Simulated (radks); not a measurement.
Values are calculated unless marked as measured or tabulated.
Problem. Coherent X-ray form factor from a spherical all-electron density. Level of theory: Dirac Kohn-Sham, PBE, spin-unpolarised, spherical densities, point nucleus (a radial shooting solver on a logarithmic mesh with Libxc functionals).

sin(theta)/lambda (1/angstrom)  f0 (electrons)
0.05                                    36.245
0.1                                     34.432
0.15                                    32.252
0.2                                     30.027
0.25                                    27.872
0.3                                     25.872
0.4                                     22.509
0.5                                     19.879
0.6                                     17.669
0.8                                     13.860
1                                       10.812
1.25                                     8.245
1.5                                      6.778
2                                        5.324

The species is in the configuration that NIST lists as its ground one. Which atom or ion scatters so?

Solution. The strontium ion Sr+, [Kr] 5s1. Extrapolating in s^2 from the first two rows gives f0(0) = 36.8, near the electron count 37; among species with that count, the fall with angle is slower the higher Z, and the table is that of Z = 38; from so few rows the species is fixed only to a neighbour or two.
